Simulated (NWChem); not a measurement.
System: C2H5B2FO; SMILES CB1CB(F)O1

```xyz
11

C     -0.2530    -2.3956     0.2331
B      0.0204    -0.8829    -0.0008
C      1.2844     0.0907    -0.0375
B      0.0354     1.0400    -0.1296
F     -0.2039     2.3338    -0.0872
O     -0.9702     0.0887    -0.2174
H      0.3468    -3.0050    -0.4627
H     -1.3136    -2.6660     0.1324
H      0.0901    -2.6761     1.2440
H      1.8680     0.0204    -0.9695
H      1.9754     0.1516     0.8139
```
Atoms are numbered in this order, from 1.

Computed with NWChem. Pople sets run with spherical d functions. All runs use the structure optimised with PBE0/def2-SVP. Atomic charges in e: unrestrained fits to the electrostatic potential beside Mulliken populations; buried atoms are poorly determined by the fit.

What does the run give for Hartree-Fock/6-31G*? Quantities: ESP C1; Mulliken C1; ESP B2; Mulliken B2; ESP C3; Mulliken C3; ESP B4; Mulliken B4; ESP F5; Mulliken F5; relative RMS misfit of the potential (%).


```yaml
ESP C1: -0.53
Mulliken C1: -0.75
ESP B2: 0.86
Mulliken B2: 0.76
ESP C3: -0.98
Mulliken C3: -0.80
ESP B4: 0.98
Mulliken B4: 0.81
ESP F5: -0.38
Mulliken F5: -0.37
relative RMS misfit of the potential (%): 24
```
